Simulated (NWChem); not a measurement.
System: AlSiH₄F; SMILES [F][AlH][SiH3]

Computed with NWChem. Pople sets run with spherical d functions. Structure relaxed at the PBE0/def2-SVP level. B3LYP is NWChem's, with the RPA form of VWN correlation. Total energies of different functionals are on different scales.

```json
[
 {"level": "B3LYP/6-31G*", "energy (Ha)": "-634.2283", "highest occupied level (eV)": "-7.58", "orbital gap (eV)": "5.79", "dipole (D)": "1.20"},
 {"level": "PBE/6-31G*", "energy (Ha)": "-633.7857", "highest occupied level (eV)": "-6.63", "orbital gap (eV)": "4.28", "dipole (D)": "1.09"},
 {"level": "KT2/6-31G*", "energy (Ha)": "-640.2383", "highest occupied level (eV)": "-6.69", "orbital gap (eV)": "4.28", "dipole (D)": "1.15"},
 {"level": "PW6B95/6-31G*", "energy (Ha)": "-634.7787", "highest occupied level (eV)": "-7.86", "orbital gap (eV)": "6.22", "dipole (D)": "1.25"},
 {"level": "B97-D/6-31G*", "energy (Ha)": "-634.1157", "highest occupied level (eV)": "-6.63", "orbital gap (eV)": "4.40", "dipole (D)": "1.09"},
 {"level": "LC-wPBE (HJS exchange hole, range parameter 0.4 per bohr)/6-31G*", "energy (Ha)": "-633.9048", "highest occupied level (eV)": "-10.39", "orbital gap (eV)": "10.81", "dipole (D)": "1.16"},
 {"level": "LDA (Slater exchange, PW92)/6-31G*", "energy (Ha)": "-631.2770", "highest occupied level (eV)": "-6.67", "orbital gap (eV)": "4.15", "dipole (D)": "1.17"},
 {"level": "N12/6-31G*", "energy (Ha)": "-634.0716", "highest occupied level (eV)": "-6.51", "orbital gap (eV)": "4.35", "dipole (D)": "1.24"}
]
```
